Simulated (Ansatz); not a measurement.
`C[Si](O)(F)F` → F₂ + `C[Si]O` at 400 K and 1 bar (silylene formation by 1,1-elimination).

Program: Ansatz. Geometries: PBE0-D4/def2-TZVP. ΔE: electronic, gas phase. CCSD(T)/CBS adds triple-zeta CCSD(T) − MP2 to the extrapolated MP2 energy (def2 sets, frozen cores). This one scheme is used for every species. Each species was taken in one conformer, which may not be the lowest.

```tsv
species	CCSD(T)/CBS energy (Eh)	H − E (kJ/mol)	S (J/(mol·K))
`C[Si](O)(F)F`	-604.51944	182.4	367.1
F₂	-199.39789	18.5	211.0
`C[Si]O`	-404.71755	153.0	313.4
```

H − E and S are ideal-gas, rigid-rotor, harmonic terms from PBE0-D4/def2-TZVP, for one conformer and one mirror image of each species. 1 Eh = 2625.50 kJ/mol, R = 8.31446 J/(mol·K).

Question: By hand: ΔE, ΔH, ΔS and ΔG.

Answer: ΔE = (-199.39789) + (-404.71755) − (-604.51944) = 0.40400 Eh = 1060.7 kJ/mol. Δ(H − E) = 18.5 + 153.0 − 182.4 = -10.9, so ΔH = 1049.8 kJ/mol. ΔS = 211.0 + 313.4 − 367.1 = 157.3 J/(mol·K). ΔG = 1049.8 − 400 × (157.3)/1000 = 986.9 kJ/mol.

Question: By hand: the equilibrium constant, and the temperature at which ΔG would vanish if ΔH and ΔS stayed fixed.

Answer: log₁₀ K = −ΔG/(RT ln 10) = -128.9. ΔG = 0 at ΔH/ΔS = 6674 K, far beyond where these terms or the molecules hold.

The number of gas molecules changes by +1, which sets the sign of ΔS. A doubt of 5 kJ/mol in ΔE shifts log₁₀ K by 0.7 here. Other conformers and mirror images would add mixing entropy, several J/(mol·K) or more a flexible species. These are equilibria of isolated gas molecules and say nothing of rates. Largest T1 diagnostic: 0.014 (customary marks: 0.02 for closed shells, 0.045 for open ones).
